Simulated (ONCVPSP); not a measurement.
**Sc (Z = 21), ONCV: configuration errors across variants**

ONCVPSP 4.0.1 input, shortened (lines: element, Z, core and valence counts, functional; n l f; lmax; l rc ep ncon nbas qcut; lloc lpopt rc5 dvloc0; l nproj debl; icmod fcfact rcfact), PBE, fully relativistic:

```
  Sc 21.00    3    4        4      upf
    1    0    2.00
    2    0    2.00
    2    1    6.00
    3    0    2.00
    3    1    6.00
    3    2    1.00
    4    0    0.50
    3
    0    1.60    0.00    3    6    8.30
    1    1.45    0.00    3    6    9.50
    2    1.30    0.00    4    8    6.90
    3    1.50    0.03    5    8    6.40
    4    5    0.80    2.00
    0    2    2.00
    1    2    1.60
    2    2    1.20
    3    1    1.90
    0    0.00    0.00
```

Open shells are filled in proportion to 2j + 1.

In the p channel the program set the typed energies aside and used -1.634, 0.250 Ha (j = l + 1/2; the other j can differ).

All-electron excitation energies from the reference (eV): (1) 3s2 3p6 3d1 4s2 -12.506; (2) 3s2 3p6 3d1 4s1 -5.609; (3) 3s2 3p6 3d1 4s0 7.159; (4) 3s2 3p6 3d0 4s2 4p1 -9.042.

Errors AE − PS in meV (a dash: test not solved or not reliable):

| change | (1) | (2) | (3) | (4) | bound ghosts | GHOST(+) flags above zero |
| --- | --- | --- | --- | --- | --- | --- |
| base | -0.1 | -0.1 | 0.0 | +23 | none | s |
| s: qcut 5.9; p: qcut 6.7; d: qcut 4.9; f: qcut 4.5 | -0.4 | -0.1 | -0.1 | +30 | none | s, d5/2, f7/2, d3/2 |
| s: qcut 6.5; p: qcut 7.5; d: qcut 5.4; f: qcut 5 | -0.4 | -0.2 | 0.0 | +30 | none | s, d5/2, d3/2 |
| s: qcut 8.2; p: qcut 9.4 | -0.1 | -0.1 | 0.0 | +23 | none | s |
| s: qcut 9; p: qcut 10.3; d: qcut 7.5; f: qcut 7 | 0.0 | 0.0 | 0.0 | +21 | none | s |
| s: qcut 10.8; p: qcut 12.4; d: qcut 9; f: qcut 8.3 | 0.0 | 0.0 | 0.0 | +16 | none | none |

Q: Give the same row for: s: qcut 11.5; p: qcut 13.1; d: qcut 9.5; f: qcut 8.9.

A: 0.0, 0.0, 0.0, +15; bound ghosts: none; GHOST(+) flags above zero: s.
